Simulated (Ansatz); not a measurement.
C$_{2}$BrClF$_{2}$, singlet, geometry from GFN2-xTB; Ansatz (a program for electronic structure) with PBE/cc-pV(D+d)Z.

Here is a job for Ansatz.
Ansatz 0.2 input:
```yaml
crystal:
  periodic: [false, false, false]
  atoms:
    - {symbol: F, position_ang: [-0.84463304, -1.96317862, 1.37723531]}
    - {symbol: C, position_ang: [-0.68040673, -0.88166414, 0.61360359]}
    - {symbol: Cl, position_ang: [-2.12747511, -0.15682504, 0.07640166]}
    - {symbol: C, position_ang: [0.54107867, -0.43294798, 0.31559677]}
    - {symbol: F, position_ang: [1.64191758, -1.03199024, 0.75801483]}
    - {symbol: Br, position_ang: [0.85221384, 1.07172052, -0.74546519]}
basis:
  gaussian:
    orbitals: cc-pV_D+d_Z.json
hamiltonian:
  xc: pbe
```
The basis file holds cc-pV(D+d)Z in the JSON format of the Basis Set Exchange.

The log (banner, timings and long lists left out):

```
Functional definition: PBE
1277 factors; their error is unknown
mean field evaluation 1: about -90049.4562 eV, gradient 3.3e1 eV
mean field evaluation 2: about -90045.4359 eV, gradient 5.0e1 eV
mean field evaluation 4: about -90051.8495 eV, gradient 3.5e0 eV
mean field evaluation 8: about -90051.8764 eV, gradient 1.4e-1 eV
mean field evaluation 16: about -90051.8244 eV, gradient 2.3e-4 eV
mean field -90051.82438575 eV, -3309.3435068573 hartree, gradient 4.2e-5 eV, S^2 0.000000; 0 other end points of the search recorded, 0 dependent functions left out
reference -90051.82440760 eV, -3309.3435076605 hartree; 41, 41 occupied and 65, 65 virtual orbitals, 1277 factors
Total energy: -90051.82440760 eV, -3309.3435076605 hartree
```
